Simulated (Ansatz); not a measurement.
`O[Si@H](F)C[Si@H](O)F` at its PBE0-D4/def2-TZVP geometry, where that method's forces vanish. Charge 0, multiplicity 1.

```xyz
13

O     1.7715   -0.3103   -0.5012
Si    0.7563   -1.1696    0.4723
F     0.8889   -2.7195    0.1085
C    -0.9416   -0.5531    0.1077
Si   -1.0698    1.2940   -0.0919
O    -0.0514    1.8259   -1.2420
F    -0.7091    1.9268    1.3341
H     2.7150   -0.4660   -0.4332
H     1.1657   -1.0526    1.8887
H    -1.2765   -1.0166   -0.8280
H    -1.6208   -0.8875    0.8990
H    -2.4229    1.7666   -0.4426
H     0.7946    1.3618   -1.2716
```

(1) What forces (eV/Å) does PBE-D4/def2-TZVPP give on these atoms in Ansatz 0.2.0? (An estimate is asked.)

Results:

(1) Computed: 
```
O1  -0.102  0.361 -0.348
Si2 -0.198  0.225  0.317
F3   0.047 -0.648 -0.134
C4  -0.014  0.003 -0.001
Si5 -0.295 -0.252 -0.116
O6  -0.067  0.416 -0.408
F7   0.119  0.260  0.580
H8   0.435 -0.062  0.027
H9   0.041  0.020  0.181
H10 -0.071 -0.093 -0.162
H11 -0.126 -0.074  0.139
H12 -0.161  0.064 -0.061
H13  0.391 -0.220 -0.016
```
